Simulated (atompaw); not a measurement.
How hard is this phosphorus (P) PAW (atompaw) potential?

```json
{"Element": "phosphorus", "Generator": "atompaw 4.2.0.5", "Type": "PAW", "Functional": "PBE", "Relativity": "scalar-relativistic", "Frozen core": "[Ne]", "Valence charge": "5", "Reference configuration": "3s2 3p3", "Partial waves": "3s (bound): rc 2.00 bohr; 3s channel at 1.1 Ry: rc 1.55 bohr; 3p (bound): rc 2.00 bohr; 3p channel at 0.2 Ry: rc 2.00 bohr", "Local potential": "ultrasoft scheme with l = 2 at -0.5 Ry, radius 1.95 bohr", "Core correction": "smooth core density matched at 1.60 bohr", "Augmentation charge": "sinc compensation charge, radius 1.95 bohr; PAW radius 2.00 bohr; waves and projectors: custom rrkj gramschmidtortho"}
```

The pseudo-atom Hamiltonian at the reference potential is diagonalised in spherical Bessel functions j_l(qr) that vanish at 20 bohr, with q² up to the cutoff. All-electron valence levels (Ry): 3s -1.0267, 3p -0.4047.

Question: How do the lowest levels (Ry) of each channel move with the cutoff, and are there ghosts?

Answer:

```csv
cutoff (Ry),s #1,p #1,d #1,d #2,f #1,Σ f·Δε (mRy)
8,-1.0259,-0.3885,0.0639,0.1433,0.1141,50.4
10,-1.0264,-0.3977,0.0638,0.1426,0.1141,22.1
12,-1.0266,-0.4019,0.0637,0.1422,0.1141,8.9
15,-1.0267,-0.4042,0.0636,0.1420,0.1141,1.9
18,-1.0267,-0.4046,0.0636,0.1418,0.1141,0.6
21,-1.0267,-0.4047,0.0636,0.1417,0.1141,0.2
25,-1.0267,-0.4047,0.0636,0.1417,0.1141,0.2
400,-1.0268,-0.4048,0.0636,0.1417,0.1141,0.0
```

Result: no extra level below or beside the all-electron valence levels (s, p, d, f tested); 10 mRy is reached at 12 Ry and 1 mRy at 18 Ry.
